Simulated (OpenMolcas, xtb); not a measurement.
# How methods differ on AlNH2F2 (SMILES [NH2][Al]([F])[F])

AlNH2F2 has 6 atoms, charge 0, and is taken as a singlet. As SMILES, `[NH2][Al]([F])[F]`. Geometry: a GFN2-xTB relaxation, a rough one for these elements and not checked as a minimum.

Each level gives the dipole moment (D). The values are calculated.

```csv
level,kind,program,value (D),CPU time
GFN2-xTB,semi-empirical,xtb,3.41,under 2 s
GFN0-xTB,semi-empirical,xtb,2.94,under 2 s
GFN1-xTB,semi-empirical,xtb,3.95,under 2 s
HF/STO-3G,Hartree–Fock,OpenMolcas,1.38,1.8 s
HF/3-21G,Hartree–Fock,OpenMolcas,3.08,2 s
HF/def2-SVP,Hartree–Fock,OpenMolcas,2.91,3.9 s
PBE/aug-cc-pVDZ,GGA,OpenMolcas,2.71,52 s
B3LYP/6-31G* (spherical functions),global hybrid,OpenMolcas,2.73,15 s
B3LYP/6-31G* (Cartesian functions),global hybrid,OpenMolcas,2.73,16 s
PBE0/def2-SVP,global hybrid,OpenMolcas,2.83,15 s
```

The values span 1.38 to 3.95 D. Sets without polarisation functions give poor dipoles. Without the sets that lack polarisation functions the rows with a basis span only 2.71 to 2.91 D. Times are those of the runs behind each value, whatever else they computed, on shared processors of several kinds: orders of magnitude only.
